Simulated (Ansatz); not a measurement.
[closo-2-(OH)B5H4]2- (B5OH5²⁻). Charge -2, multiplicity 3. Geometry PBE-D4/def2-SVPD, that of the charge -2 singlet; atoms count from 1.

```xyz
11

B     0.2507   -0.7282   -0.1890
B    -1.1432    0.4424    0.0136
B    -0.1629    0.3823   -1.3750
B    -0.0267    0.1519    1.2461
B     0.6180    1.0584   -0.0237
O     0.7388   -2.1292   -0.2759
H     0.8510   -2.3938    0.6496
H    -2.3505    0.7205    0.0850
H    -0.2321    0.5060   -2.5982
H     0.0661   -0.0395    2.4617
H     1.3908    2.0290    0.0057
```

A multiply charged anion in the gas phase is held together partly by the finite basis. The highest occupied level of the charge -2 triplet lies above zero (up to 4.68 eV). The electron is either unbound and held by the finite basis, or the level is raised by self-interaction error. At PBE0-D4/def2-TZVPD a singlet of charge -2 lies 1.02 eV below the triplet at the same geometry.

**Question.** Estimate the Mulliken populations from the PBE0/def2-TZVPD orbitals of Ansatz.

**Answer.** 
```csv
atom,charge (e),spin (α − β)
B1,-0.75,0.98
B2,-0.13,-0.35
B3,-0.57,1.12
B4,-0.65,1.33
B5,-0.13,-0.35
O6,0.66,-1.32
H7,-0.07,0.38
H8,-0.08,0.03
H9,-0.10,0.01
H10,-0.09,0.17
H11,-0.08,0.03
```
Mulliken values depend strongly on the basis. With diffuse functions, as here, like atoms can get unlike values, and bond orders can come out too low or too high.

**Question.** Where does the spin sit?

**Answer.** Summed by element: B 2.72, O -1.32, H 0.60, of 2 unpaired in all. Largest on single atoms: B4 1.33, O6 -1.32, B3 1.12.

**Question.** And the Mayer bond orders between heavy atoms (over 0.3)?

**Answer.** B1–B2 0.51 (1.83 Å); B1–B3 2.24 (1.68 Å); B1–B4 1.89 (1.71 Å); B1–B5 0.51 (1.83 Å); B2–B3 0.33 (1.70 Å); B2–B5 1.28 (1.87 Å); B2–O6 1.18 (3.20 Å); B3–B4 2.53 (2.63 Å); B3–B5 0.33 (1.70 Å); B5–O6 1.18 (3.20 Å).
